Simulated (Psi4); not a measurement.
Cu2 (SMILES [Cu][Cu]), singlet, geometry from GFN2-xTB (such geometries of metal compounds can be far from the true shape); HF/6-31G, TDA (Psi4 1.11).

Psi4 was given this input:
```
memory 2 GB

molecule {
0 1
  Cu   -0.00000000   -0.00000000   -1.11239381
  Cu    0.00000000    0.00000000    1.11239381
symmetry c1
}

set basis 6-31g
set puream true
set save_jk true
set tdscf_states [5]
set tdscf_tda true
set d_convergence 1e-8

energy('td-scf')
print_variables()
```

It wrote (shortened):

```
   => Loading Basis Set <=

    Name: 6-31G
    Role: ORBITAL
    Keyword: BASIS

         ---------------------------------------------------------
                                   SCF
               by Justin Turney, Rob Parrish, Andy Simmonett
                          and Daniel G. A. Smith
                              RHF Reference
         ---------------------------------------------------------

  ==> Geometry <==

    Molecular point group: c1
    Full point group: D_inf_h

    Geometry (in Angstrom), charge = 0, multiplicity = 1:

       Center              X                  Y                   Z               Mass
    ------------   -----------------  -----------------  -----------------  -----------------
         CU           0.000000000000     0.000000000000    -1.112393810000    62.929597720000
         CU           0.000000000000     0.000000000000     1.112393810000    62.929597720000

  Running in c1 symmetry.

  Rotational constants: A = ************  B =      0.10824  C =      0.10824 [cm^-1]
  Rotational constants: A = ************  B =   3245.00314  C =   3245.00314 [MHz]
  Nuclear repulsion =  200.036187801813668

  Charge       = 0
  Multiplicity = 1
  Electrons    = 58
  Nalpha       = 29
  Nbeta        = 29

  ==> Algorithm <==

  SCF Algorithm Type is DF.
  DIIS enabled.
  MOM disabled.
  Fractional occupation disabled.
  Guess Type is SAD.
  Energy threshold   = 1.00e-06
  Density threshold  = 1.00e-08
  Integral threshold = 1.00e-12

  ==> Primary Basis <==

  Basis Set: 6-31G
    Blend: 6-31G
    Number of shells: 22
    Number of basis functions: 54
    Number of Cartesian functions: 58
    Spherical Harmonics?: true
    Max angular momentum: 2

   => Loading Basis Set <=

    Name: (6-31G AUX)
    Role: JKFIT
    Keyword: DF_BASIS_SCF

  ==> Integral Setup <==

  SCF_SUBTYPE=INCORE selected. In-core MEM_DF algorithm will be used.
  Using in-core AOs.

  ==> MemDFJK: Density-Fitted J/K Matrices <==

    J tasked:                   Yes
    K tasked:                   Yes
    wK tasked:                   No
    Algorithm:                 Core
    Schwarz Cutoff:           1E-12
    Mask sparsity (%):       5.1440
    Fitting Condition:        1E-10

   => Auxiliary Basis Set <=

  Basis Set: (6-31G AUX)
    Blend: DEF2-UNIVERSAL-JKFIT
    Number of shells: 116
    Number of basis functions: 528
    Number of Cartesian functions: 754
    Spherical Harmonics?: true
    Max angular momentum: 6

  Minimum eigenvalue in the overlap matrix is 4.9135861602E-03.
  Reciprocal condition number of the overlap matrix is 1.3748152738E-03.
    Using symmetric orthogonalization.

  ==> Pre-Iterations <==

  SCF Guess: Superposition of Atomic Densities via on-the-fly atomic UHF (no occupation information).

   -------------------------
    Irrep   Nso     Nmo
   -------------------------
     A         54      54
   -------------------------
    Total      54      54
   -------------------------

  ==> Iterations <==

                           Total Energy        Delta E     RMS |[F,P]|

   @DF-RHF iter SAD: -3270.64640520512467   -3.27065e+03   0.00000e+00
   @DF-RHF iter   1: -3273.46421791223338   -2.81781e+00   7.26739e-02 DIIS/ADIIS
   @DF-RHF iter   2: -3216.78287912498354    5.66813e+01   1.35025e-01 ADIIS
   @DF-RHF iter   3: -3276.44764306418165   -5.96648e+01   3.56217e-02 DIIS/ADIIS
   @DF-RHF iter   4: -3277.16096734109033   -7.13324e-01   5.91431e-03 DIIS/ADIIS
   @DF-RHF iter   5: -3277.18598480602577   -2.50175e-02   4.88688e-04 DIIS/ADIIS
   @DF-RHF iter   6: -3277.18736989555737   -1.38509e-03   1.05277e-04 DIIS/ADIIS
   @DF-RHF iter   7: -3277.18743807773581   -6.81822e-05   5.77337e-05 DIIS
   @DF-RHF iter   8: -3277.18745441232704   -1.63346e-05   1.98840e-05 DIIS
   @DF-RHF iter   9: -3277.18745892774814   -4.51542e-06   8.03292e-06 DIIS
   @DF-RHF iter  10: -3277.18745954368251   -6.15934e-07   1.72720e-06 DIIS
   @DF-RHF iter  11: -3277.18745957499959   -3.13171e-08   2.85882e-07 DIIS
[...]
  @DF-RHF Final Energy: -3277.18745957593228
    Total Energy =                      -3277.1874595759322801
[...]
**********                               WARNING                                **********
**********  Length-gauge rotatory strengths are **NOT** gauge-origin invariant  **********
******************************************************************************************

                                    Excitation Energy         Total Energy        Oscillator Strength             Rotatory Strength
     #   Sym: GS->ES (Trans)        au              eV              au          au (length)    au (velocity)    au (length)    au (velocity)
    ---- -------------------- --------------- --------------- --------------- --------------- --------------- --------------- ---------------
     1        A->A (1 A)       0.10209         2.77788        -3277.08537      0.4432          0.0899         -0.0000         -0.0000
     2        A->A (1 A)       0.11012         2.99650        -3277.07734      0.0000          0.0000         -0.0000          0.0000
     3        A->A (1 A)       0.12591         3.42623        -3277.06155      0.0539          0.0044         -0.0000          0.0000
     4        A->A (1 A)       0.12591         3.42623        -3277.06155      0.0539          0.0044          0.0000         -0.0000
     5        A->A (1 A)       0.14597         3.97210        -3277.04149      0.6730          0.2352          0.0000          0.0000

Contributing excitations
Only contributions with abs(coeff) > 1.00e-01 will be printed:

Excited State    1 (1 A):   0.10209 au   446.33 nm f = 0.4432
  Sums of squares: Xssq =  1.000000e+00
     19a  ->  30a    -0.267636 ( 7.163%)
     28a  ->  33a    -0.199344 ( 3.974%)
     28a  ->  41a     0.140406 ( 1.971%)
     29a  ->  30a     0.907787 (82.408%)

Excited State    2 (1 A):   0.11012 au   413.76 nm f = 0.0000
  Sums of squares: Xssq =  1.000000e+00
     19a  ->  33a     0.210145 ( 4.416%)
     19a  ->  41a    -0.182719 ( 3.339%)
     28a  ->  30a     0.872265 (76.085%)
     28a  ->  36a     0.241447 ( 5.830%)
     28a  ->  38a     0.214458 ( 4.599%)
     29a  ->  33a    -0.203551 ( 4.143%)

Excited State    3 (1 A):   0.12591 au   361.87 nm f = 0.0539
  Sums of squares: Xssq =  1.000000e+00
     21a  ->  33a     0.232013 ( 5.383%)
     21a  ->  41a    -0.205348 ( 4.217%)
     27a  ->  30a     0.796324 (63.413%)
     27a  ->  36a     0.246196 ( 6.061%)
     27a  ->  38a     0.200287 ( 4.011%)
     29a  ->  31a    -0.400398 (16.032%)

Excited State    4 (1 A):   0.12591 au   361.87 nm f = 0.0539
  Sums of squares: Xssq =  1.000000e+00
     20a  ->  33a     0.232013 ( 5.383%)
     20a  ->  41a    -0.205348 ( 4.217%)
     26a  ->  30a     0.796324 (63.413%)
     26a  ->  36a     0.246196 ( 6.061%)
     26a  ->  38a     0.200287 ( 4.011%)
     29a  ->  32a    -0.400398 (16.032%)

Excited State    5 (1 A):   0.14597 au   312.14 nm f = 0.6730
  Sums of squares: Xssq =  1.000000e+00
     22a  ->  31a     0.119434 ( 1.426%)
     23a  ->  32a     0.119434 ( 1.426%)
     27a  ->  30a     0.363634 (13.223%)
     27a  ->  36a     0.108486 ( 1.177%)
     29a  ->  31a     0.882827 (77.938%)

******************************************************************************************
**********                               WARNING                                **********
**********       The names of excited state variables changed between 1.5       **********
**********     and 1.6. For a quick solution, remove the symmetry specifier     **********
**********   from the variable name. For full details, see 'Notes on Psivars'   **********
**********                        in the documentation.                         **********
******************************************************************************************

  Variable Map:
  ----------------------------------------------------------------------------
[...]
  Array Variable Map:
  ----------------------------------------------------------------------------
[...]
[...]
```
